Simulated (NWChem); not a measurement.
System: C₄H₃N; SMILES C(=C=C)C#N

Input file for NWChem:

```
start job
memory heap 200 mb stack 900 mb global 1100 mb
geometry units angstroms
  C     -2.312297     0.015765    -0.093420
  C     -1.077622    -0.332402    -0.217543
  C      0.178589    -0.672515    -0.336748
  C      1.221742     0.151741     0.131336
  N      2.082589     0.809317     0.506073
  H     -2.820376     0.585517    -0.854888
  H     -2.892028    -0.249975     0.775805
  H      0.480112    -1.603361    -0.800485
end
basis spherical
  * library def2-svp
end
dft
  xc pbe0
  iterations 150
end
driver
  maxiter 120
end
task dft optimize
task dft freq
```

NWChem printed, in part:

```
             Northwest Computational Chemistry Package (NWChem) 7.3.0
             --------------------------------------------------------

 CS  symmetry detected

                             Geometry "geometry" -> ""
                             -------------------------

 Output coordinates in angstroms (scale by  1.889725989 to convert to a.u.)

  No.       Tag          Charge          X              Y              Z
 ---- ---------------- ---------- -------------- -------------- --------------
    1 C                    6.0000     0.46048546    -2.18989365     0.00000000
    2 C                    6.0000    -0.15559390    -1.05786214     0.00000000
    3 C                    6.0000    -0.76696305     0.09720518     0.00000000
    4 C                    6.0000    -0.05847033     1.31569064     0.00000000
    5 N                    7.0000     0.50135810     2.31593246     0.00000000
    6 H                    1.0000     0.73033467    -2.68891546     0.91683430
    7 H                    1.0000     0.73033467    -2.68891546    -0.91683430
    8 H                    1.0000    -1.84692511     0.17546348     0.00000000

 Effective nuclear repulsion energy (a.u.)     125.5797725288

      Symmetry information
      --------------------

 Group name             Cs
 Group number              2
 Group order               2
 No. of unique centers     7

                                Z-matrix (autoz)
                                --------

 Units are Angstrom for bonds and degrees for angles

      Type          Name      I     J     K     L     M      Value
      ----------- --------  ----- ----- ----- ----- ----- ----------
    1 Stretch                  1     2                       1.28882
    2 Stretch                  1     6                       1.07816
    3 Stretch                  1     7                       1.07816
    4 Stretch                  2     3                       1.30689
    5 Stretch                  3     4                       1.40949
    6 Stretch                  3     8                       1.08279
    7 Stretch                  4     5                       1.14625
    8 Bend                     1     3     4               121.60226
    9 Bend                     1     3     8               122.36636
   10 Bend                     2     1     6               121.74790
   11 Bend                     2     1     7               121.74790
   12 Bend                     2     3     4               121.93203
   13 Bend                     2     3     8               122.03659
   14 Bend                     3     1     6               121.74785
   15 Bend                     3     1     7               121.74785
   16 Bend                     4     3     8               116.03138
   17 Bend                     5     3     2               122.35387
   18 Bend                     5     3     8               115.60953
   19 Bend                     6     1     7               116.50395
   20 Torsion                  2     1     6     7         179.81945
   21 Torsion                  2     1     7     6        -179.81945
   22 Torsion                  3     2     4     5         180.00000
   23 Torsion                  4     3     1     6          89.88809
   24 Torsion                  4     3     1     7         -89.88809
   25 Torsion                  1     2     4     3         180.00000
   26 Torsion                  6     1     3     8         -90.11191
   27 Torsion                  1     6     2     3        -178.50055
   28 Torsion                  7     1     3     8          90.11191
   29 Torsion                  1     7     2     3         178.50055
   30 Torsion                  1     2     8     3         180.00000
   31 Torsion                  3     8     4     5         180.00000

                           NWChem Geometry Optimization
                           ----------------------------

 maximum gradient threshold         (gmax) =   0.000450
 rms gradient threshold             (grms) =   0.000300
 maximum cartesian step threshold   (xmax) =   0.001800
 rms cartesian step threshold       (xrms) =   0.001200
 fixed trust radius                (trust) =   0.300000
 source of zmatrix                         =   autoz

          -------------------
          Energy Minimization
          -------------------

 Using diagonal initial Hessian
 Scaling for Hessian diagonals: bonds = 1.00  angles = 0.25  torsions = 0.10

          --------
          Step   0

                                 NWChem DFT Module
                                 -----------------

 Summary of "ao basis" -> "ao basis" (spherical)
 ------------------------------------------------------------------------------
       Tag                 Description            Shells   Functions and Types
 ---------------- ------------------------------  ------  ---------------------
 C                          def2-svp                 6       14   3s2p1d
 N                          def2-svp                 6       14   3s2p1d
 H                          def2-svp                 3        5   2s1p

      Symmetry analysis of basis
      --------------------------

        a'         59
        a"         26

            General Information
            -------------------
          SCF calculation type: DFT
          Wavefunction type:  closed shell.
          No. of atoms     :     8
          No. of electrons :    34
           Alpha electrons :    17
            Beta electrons :    17
          Charge           :     0
          Spin multiplicity:     1
          Use of symmetry is: on ; symmetry adaption is: on
          Maximum number of iterations: 150
          AO basis - number of functions:    85
                     number of shells:    39
          Convergence on energy requested:  1.00D-06
          Convergence on density requested:  1.00D-05
          Convergence on gradient requested:  5.00D-04

              XC Information
              --------------
                         PBE0 Method XC Functional
                     Hartree-Fock (Exact) Exchange  0.250
          PerdewBurkeErnzerhof Exchange Functional  0.750
            Perdew 1991 LDA Correlation Functional  1.000 local
           PerdewBurkeErnz. Correlation Functional  1.000 non-local

[...]

      ----------------------
      Optimization converged
      ----------------------

  Step       Energy      Delta E   Gmax     Grms     Xrms     Xmax
  ---- ---------------- -------- -------- -------- -------- --------
@    8    -208.48722261 -2.2D-08  0.00002  0.00001  0.00066  0.00162
                                     ok       ok       ok       ok

                                Z-matrix (autoz)
                                --------

 Units are Angstrom for bonds and degrees for angles

[...]

 Rotational Constants
 --------------------
 A=   0.879270 cm-1  (  1.265045 K)
 B=   0.088820 cm-1  (  0.127789 K)
 C=   0.082066 cm-1  (  0.118072 K)

 Temperature                      =   298.15K
 frequency scaling parameter      =   1.0000

 Zero-Point correction to Energy  =   34.482 kcal/mol  (  0.054950 au)
 Thermal correction to Energy     =   37.669 kcal/mol  (  0.060029 au)
 Thermal correction to Enthalpy   =   38.261 kcal/mol  (  0.060973 au)

 Total Entropy                    =   71.060 cal/mol-K
   - Translational                =   38.418 cal/mol-K (mol. weight =  65.0265)
   - Rotational                   =   25.024 cal/mol-K (symmetry #  =        1)
   - Vibrational                  =    7.618 cal/mol-K

 Cv (constant volume heat capacity) =   16.860 cal/mol-K
   - Translational                  =    2.979 cal/mol-K
   - Rotational                     =    2.979 cal/mol-K
   - Vibrational                    =   10.901 cal/mol-K

[normal modes left out]

 ----------------------------------------------------------------------------
 Normal Eigenvalue ||           Projected Infra Red Intensities
  Mode   [cm**-1]  || [atomic units] [(debye/angs)**2] [(KM/mol)] [arbitrary]
 ------ ---------- || -------------- ----------------- ---------- -----------
    1       -0.000 ||    0.001788           0.041         1.743       1.725
    2       -0.000 ||    0.000125           0.003         0.122       0.121
    3       -0.000 ||    0.000074           0.002         0.073       0.072
    4       -0.000 ||    0.000213           0.005         0.207       0.205
    5       -0.000 ||    0.007165           0.165         6.985       6.913
    6        0.000 ||    0.001950           0.045         1.901       1.881
    7      141.591 ||    0.002332           0.054         2.274       2.250
    8      313.983 ||    0.002742           0.063         2.673       2.646
    9      376.958 ||    0.005406           0.125         5.270       5.215
   10      381.616 ||    0.005542           0.128         5.402       5.347
   11      611.775 ||    0.003216           0.074         3.135       3.103
   12      652.353 ||    0.003888           0.090         3.791       3.751
   13      867.070 ||    0.023925           0.552        23.323      23.082
   14      884.708 ||    0.053977           1.245        52.619      52.075
   15      967.016 ||    0.005667           0.131         5.525       5.467
   16      969.845 ||    0.001196           0.028         1.166       1.154
   17     1124.916 ||    0.000229           0.005         0.223       0.221
   18     1326.591 ||    0.000730           0.017         0.712       0.704
   19     1452.960 ||    0.003730           0.086         3.636       3.599
   20     2091.062 ||    0.086679           2.000        84.499      83.624
   21     2394.086 ||    0.024366           0.562        23.753      23.507
   22     3153.105 ||    0.004129           0.095         4.026       3.984
   23     3173.771 ||    0.005406           0.125         5.270       5.216
   24     3248.459 ||    0.004292           0.099         4.184       4.140
 ----------------------------------------------------------------------------
```

Level: PBE0/def2-SVP.
